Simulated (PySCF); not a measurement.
Isomers of C4H10ClFSi. Computed with TDDFT wB97X-D/def2-SVPD, vertical, gas phase, core orbitals frozen in the response (PySCF). Geometries: GFN2-xTB; one conformer of each isolated species. Triplets are in the Tamm–Dancoff approximation.

A. `CC[C@@](C)(Cl)[SiH2]F`
B. `C(F)[Si@H](CCCl)C`
C. `CC(C)C[Si@@H](F)Cl`
D. `C[Si](C)(F)CCCl`

Lowest singlet levels (six at most, fewer where fewer were computed) with oscillator strengths:

1. 6.79 eV (f 0.012); 7.15 eV (f 0.002); 7.25 eV (f 0.008); 8.11 eV (f 0.002); 8.22 eV (f 0.024); 8.33 eV (f 0.011); T1 6.13 eV
2. 7.85 eV (f 0.028); 8.46 eV (f 0.004); 8.73 eV (f 0.062); 9.01 eV (f 0.056); 9.06 eV (f 0.007); 9.20 eV (f 0.022); T1 7.42 eV
3. 7.32 eV (f 0.017); 7.37 eV (f 0.001); 8.27 eV (f 0.033); 8.42 eV (f 0.150); 8.48 eV (f 0.031); 8.65 eV (f 0.085); T1 6.69 eV
4. 7.50 eV (f 0.002); 7.62 eV (f 0.001); 7.86 eV (f 0.028); 8.22 eV (f 0.024); 8.47 eV (f 0.035); 8.50 eV (f 0.037); T1 6.90 eV

Task: Match each spectrum to its molecule.

Result: 1 = A, 2 = C, 3 = D, 4 = B.
- A: S1 at 6.79 eV, HOMO→LUMO+1 (70%), HOMO→LUMO (18%); Löwdin shares by element: HOMO chlorine 49%, carbon 20% or more, silicon 13%, hydrogen 4% or more; LUMO silicon 33%, hydrogen 22% or more, chlorine 10% (atoms not listed hold the other 35%); HOMO -9.93 and LUMO 1.67 eV.
- B: S1 at 7.50 eV, HOMO-1→LUMO (28%), HOMO-1→LUMO+1 (26%), HOMO-3→LUMO+1 (8%); Löwdin shares by element: HOMO carbon 35% or more, fluorine 24%, silicon 17% (atoms not listed hold the other 24%); LUMO carbon 24% or more, chlorine 23%, silicon 9% (atoms not listed hold the other 44%); HOMO -10.12 and LUMO 1.93 eV.
- C: S1 at 7.85 eV, HOMO→LUMO (74%), HOMO→LUMO+1 (15%); Löwdin shares by element: HOMO carbon 33% or more, chlorine 17%, silicon 17% (atoms not listed hold the other 32%); LUMO chlorine 22%, silicon 20%, hydrogen 9% or more, carbon 8% or more (atoms not listed hold the other 42%); HOMO -10.49 and LUMO 1.96 eV.
- D: S1 at 7.32 eV, HOMO→LUMO+1 (42%), HOMO→LUMO (35%); Löwdin shares by element: HOMO chlorine 55%, carbon 23% or more, silicon 8%; LUMO carbon 18% or more, silicon 17%, chlorine 16% (atoms not listed hold the other 48%); HOMO -10.05 and LUMO 1.87 eV.

Without π bonds the low states are Rydberg-like; a valence basis with one diffuse set may place them up to an eV too high.
